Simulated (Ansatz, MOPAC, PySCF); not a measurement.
Noncovalent pair: CH4O (SMILES CO) (first 6 atoms) with H4OSi (SMILES O[SiH3]); geometry from B3LYP-D3(BJ)/def2-TZVP, rigid monomers moved along the line of their centres of mass till O2···H9 is 2.06 Å.
(charge 0, multiplicity 1):
```xyz
12

C     -0.063     0.092     0.184
O     -0.998     0.348     1.236
H     -0.101    -0.951    -0.143
H      0.925     0.296     0.590
H     -0.239     0.751    -0.669
H     -1.890     0.168     0.922
O      0.034    -1.084     3.695
Si     1.129    -0.290     4.624
H     -0.387    -0.593     2.966
H      2.219     0.307     3.806
H      1.711    -1.284     5.552
H      0.516     0.809     5.414
```

Interaction energies are E(AB) − E(A) − E(B) at the monomers' geometry in the complex; basis-set methods are counterpoise corrected.

Rows in 6-31G* carry no dispersion term and start afresh at each structure (6-31G* with six Cartesian d functions). MP2/6-31G* freezes PySCF's default core. The state that PM6 reach isn't checked.

Codes used: Ansatz (a first-principles code); MOPAC for PM6 (differences of heats of formation); PySCF for 6-31G* rows. Each number belongs to the level named beside it.

Q: Estimate the interaction energy that B3LYP/def2-TZVPPD returns for this input.

A: -5.6 kcal/mol

Q: What interaction energy does PM6 give?

A: -5.0 kcal/mol

Q: What interaction energy does MP2/6-31G* give?

A: -6.9 kcal/mol
